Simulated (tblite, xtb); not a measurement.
BCl₃ (SMILES ClB(Cl)Cl), singlet, geometry from GFN2-xTB. Base run: GFN1-xTB (xtb).

The xtb input:
```
$ xtb mol.xyz --gfn 1 --json

# file mol.xyz
4

B     -0.00012924     0.00017465    -0.01065182
Cl     0.02666439     1.72290836     0.02897049
Cl     1.47887022    -0.88426276    -0.03139692
Cl    -1.50549659    -0.83869697     0.00555932
```

Programs used: tblite, xtb; a row that names a program was run with it.

Each row names what was changed in the base input (with any setting that the change needs).

```
change                                            ΔE vs base (kcal/mol)  HOMO-LUMO gap (eV)  dipole (D)  G_solv (kcal/mol)  SCF cycles
------------------------------------------------  ---------------------  ------------------  ----------  -----------------  ----------
base                                                              0.000                5.53        0.04                  -           9
program = tblite; method = gfn1; option = --grad                  0.000                   -           -                  -           -
etemp = 5000                                                     -0.117                5.53        0.04                  -           9
gbsa = toluene                                                    -3.70                5.54        0.04              -3.70           9
program = tblite; method = gfn1                                   0.000                   -           -                  -           -
file = coord                                                      0.000                5.53        0.04                  -           9
alpb = ch2cl2                                                     -3.71                5.54        0.04              -3.72           9
alpb = ether                                                      -4.21                5.53        0.04              -4.21           9
```

ALPB and GBSA are two models with their own fitted parameters for each solvent, which aren't always the measured dielectric constant.
